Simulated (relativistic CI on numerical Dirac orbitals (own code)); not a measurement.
Spin-allowed bands of a d3 ion in an octahedral site, by hand

Problem. A d3 ion in an octahedral site has a 4A2 ground term and spin-allowed bands at ν1 = 24400 and ν2 = 31599 cm⁻¹ (from a computed ligand-field model). Find Δ and the Racah parameter B, and predict the third band.

Working.
1. The F term splits into A2 (−1.2Δ), T2 (−0.2Δ) and T1 (+0.6Δ), so ν1 = E(T2) − E(A2) = Δ = 24400 cm⁻¹.
2. T1(F) mixes with T1(P), which lies at 15B, through an element 0.4Δ. The two roots, counted from A2, are ν2,3 = ½(15B + 3Δ) ∓ ½√[(15B − Δ)² + 12BΔ].
3. Solving the lower root for B gives B = (2ν1² + ν2² − 3ν1ν2)/(15ν2 − 27ν1) = -123829999/-184815 = 670 cm⁻¹.
4. The sum of the roots is 15B + 3Δ, so ν3 = 15B + 3ν1 − ν2 = 51651 cm⁻¹ (194 nm).

Check. The bands were computed by exact diagonalisation of the d3 shell with B = 670 and Δ = 24400 cm⁻¹, which gives ν3 = 51651 cm⁻¹. C does not enter the terms of highest spin.
